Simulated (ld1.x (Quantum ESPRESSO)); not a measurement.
Configuration tests for platinum (ultrasoft)

Pt, ultrasoft, made with ld1.x (Quantum ESPRESSO) 7.5 (BLYP, non-relativistic). Core [Xe] 4f14, reference 5d9 6s1 6p0. Waves: 6s (bound): rcut 2.20, rcutus 2.55 bohr; 6s channel at 3.35 Ry: rcut 2.20, rcutus 2.55 bohr; 6p (bound, empty): rcut 3.15, rcutus 3.30 bohr; 6p channel at 0.7 Ry: rcut 3.15, rcutus 3.30 bohr; 5d (bound): rcut 1.20, rcutus 1.60 bohr; 5d channel at 2.5 Ry: rcut 1.20, rcutus 1.60 bohr. Local part: all-electron potential smoothed inside 2.55 bohr (lloc = -2). Core correction: Bessel-smoothed model core, default radius (core density twice the valence density). Augmentation charge: built from norm-conserving waves at rcut, not smoothed further.

Energies are relative to the spin-unpolarised reference configuration 5d9 6s1 6p0; without spin polarisation the order of configurations can differ from experiment. Not all tests gave a result: test run stopped at test 6 of 7 (negative rho).

```csv
valence configuration,charge,ΔE all-electron (eV),error AE − PS (meV)
5d8 6s0 6p0,+2,27.775,-36
5d7 6s0 6p0,+3,60.744,-240
5d8 6s2 6p0,0,3.814,-67
5d9 6s0 6p1,0,3.400,-1.6
```

Problem. What are ΔE and the potential's error for 5d9 6s0 6p0?

Solution. ΔE = 7.290 eV all-electron; the error (AE − PS) is -7.4 meV.
